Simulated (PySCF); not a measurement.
MgHI, SMILES [I][MgH].

Geometry optimised at B3LYP-D3(BJ)/def2-TZVP. The def2 effective core potentials stand for the cores of I; spin–orbit coupling is left out.

Method: TDA-B3LYP/def2-TZVPD run with PySCF.

Vertical excitations; the highest root listed may be one member of a degenerate set. Isolated molecule, no solvent. State labels are in the subgroup C2v.

| state | symmetry | energy (eV) | λ (nm) | f | main pairs |
|---|---|---|---|---|---|
| S1 | B2 | 4.95 | 251 | 0.047 | HOMO→LUMO (degenerate set) |
| S2 | B1 | 4.95 | 251 | 0.047 | HOMO−1→LUMO (degenerate set) |
| S3 | A2 | 5.41 | 229 | 0.000 | HOMO−1→LUMO+2 50 %, HOMO→LUMO+1 50 % |
| S4 | A2 | 5.42 | 229 | 0.000 | HOMO→LUMO+1, HOMO−1→LUMO+2 (degenerate set) |
| S5 | A1 | 5.42 | 229 | 0.000 | HOMO→LUMO+2, HOMO−1→LUMO+1 (degenerate set) |
| S6 | A1 | 5.67 | 219 | 0.001 | HOMO−1→LUMO+1 34 %, HOMO→LUMO+2 34 %, HOMO−2→LUMO 24 %, HOMO−3→LUMO 7 % |
| S7 | B2 | 5.94 | 209 | 0.032 | HOMO−2→LUMO+2 (degenerate set) |
| S8 | B1 | 5.94 | 209 | 0.032 | HOMO−2→LUMO+1 (degenerate set) |
| S9 | A1 | 6.56 | 189 | 1.002 | HOMO−2→LUMO 63 %, HOMO−1→LUMO+1 11 %, HOMO→LUMO+2 11 % |
| S10 | B2 | 7.03 | 176 | 0.018 | HOMO→LUMO+3 94 % |
| T1 | B2 | 4.71 | 263 | 0 | HOMO→LUMO (degenerate set) |
| T2 | B1 | 4.71 | 263 | 0 | HOMO−1→LUMO (degenerate set) |
| T3 | A1 | 4.76 | 260 | 0 | HOMO−2→LUMO 92 % |
| T4 | A1 | 5.17 | 240 | 0 | HOMO→LUMO+2 47 %, HOMO−1→LUMO+1 47 % |
Triplets are in the Tamm–Dancoff approximation.
